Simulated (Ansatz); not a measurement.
Saddle point of BNH6O2, closed shell (BNH₄O₂ ([NH2][B]([OH])[OH]) + H₂ → BH₃O₂ ([OH][BH][OH]) + NH₃ (still joined by a long B–N bond); bonds formed: B1–H6, N2–H5; bonds broken: H5–H6; bonds weakened to dative contacts: B1–N2), PBE0-D4/def2-TZVP structure:

```xyz
10
angstrom
B -0.3353 0.0434 -0.1309
N 1.2244 -0.1073 0.0026
O -0.7636 -0.4455 -1.3545
O -0.9388 1.1994 0.3750
H 0.5007 -0.8678 0.7619
H -0.5325 -1.0131 0.9201
H 1.6864 -0.5043 -0.8040
H 1.7298 0.6769 0.3893
H -1.6992 -0.2786 -1.4844
H -0.8719 1.2971 1.3248
```

Energies are electronic, without zero-point energy. Barriers and step energies count from the start structure reached by relaxing down the imaginary mode; all methods use the PBE0-D4 structures, on which another method's saddle can fall below an end. Computed with Ansatz 0.2.0 (basis: def2-TZVPP, with def2-QZVPP for the basis limit); correlated methods freeze the cores. B3LYP uses VWN-RPA correlation. Extrapolation: Hartree–Fock as exp(−7.88 √X), correlation as X^−2.97.

```csv
method,barrier (eV),step energy (eV)
SPW92,1.570,0.333
PBE-D4,1.934,0.538
BLYP-D4,2.189,0.685
r2SCAN-D4,2.085,0.592
B97M-V,2.167,0.615
PBE0-D4,2.062,0.522
B3LYP-D4,2.270,0.657
r2SCAN0-D4,2.165,0.568
BHLYP-D4,2.431,0.640
CAM-B3LYP-D4,2.278,0.615
wB97X-V,2.242,0.554
wB97M-V,2.231,0.580
B2PLYP,2.321,0.630
PBE-QIDH,?,0.514
RPA on PBE,2.295,0.540
HF,?,0.809
MP2,?,0.560
CCSD,2.383,0.564
CCSD(T),2.299,0.544
```

Question: Fill in the withheld barriers. (An estimate is asked for; the value comes from the calculation.)

Answer: By the calculation: HF 2.901; PBE-QIDH 2.195; MP2 2.282 eV. Each is the energy of the saddle less that of the start structure, by the same method.

For comparison, the barrier by CCSD(T) at an estimated basis limit (MP2 extrapolated from triple and quadruple zeta, plus CCSD(T) − MP2 in triple zeta) is 2.324 eV.

The T1 diagnostic stays at or below 0.012.

Labels in which every atom is bracketed show which atoms are joined, not bond orders.

For scale, one of the runs: CCSD(T)/def2-TZVPP, 208 basis functions, launched by `ansatz run in.yaml --threads 4 --pin off --events-out ev --progress --plain --max-ram 9574MiB`. Time: 39 s of wall clock on 4 CPU threads of an Arm Neoverse V2; the host was shared. Peak host memory: 3.1 GiB.
